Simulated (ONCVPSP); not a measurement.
Configuration tests for Sn (Z = 50) (ONCV)

```json
{
 "Element": "Sn (Z = 50)",
 "Generator": "ONCVPSP 4.0.1",
 "Type": "optimised norm-conserving Vanderbilt (ONCV)",
 "Functional": "LDA (Perdew-Zunger)",
 "Relativity": "scalar-relativistic",
 "Frozen core": "[Ar] 3d10",
 "Valence charge": "22",
 "Reference configuration": "4s2 4p6 4d10 5s2 5p2",
 "Partial waves": "4s+5s: rc 1.30 bohr, ncon 3, nbas 6, qcut 8.1 1/bohr, 2 projectors; 4p+5p: rc 1.65 bohr, ncon 4, nbas 9, qcut 8.6 1/bohr, 2 projectors; 4d: rc 1.55 bohr, ncon 4, nbas 9, qcut 9.4 1/bohr, 2 projectors, debl 2.2 Ha",
 "Local potential": "polynomial inside 1.10 bohr (lpopt 5, dvloc0 2 Ha)",
 "Core correction": "Teter function, fcfact 4.25, rcfact 1.5"
}
```

Energies are relative to the spin-unpolarised reference configuration 4s2 4p6 4d10 5s2 5p2; without spin polarisation the order of configurations can differ from experiment.

```csv
valence configuration,charge,ΔE all-electron (eV),error AE − PS (meV)
4s2 4p6 4d10 5s2 5p0,+2,21.362,-5.0
4s2 4p6 4d10 5s1 5p0,+3,52.813,-14
4s2 4p6 4d10 5s0 5p4,0,14.400,-3.6
```

Task: What are ΔE and the potential's error for 4s2 4p6 4d10 5s2 5p1?

Result: ΔE = 7.098 eV all-electron; the error (AE − PS) is -1.5 meV.

Levels in the configuration 4s2 4p6 4d10 5s0 5p4:

```csv
level,all-electron (eV),pseudo (eV)
4s,-136.611,-136.662
4p,-92.502,-92.521
4d,-28.724,-28.722
5p,-5.037,-5.037
```
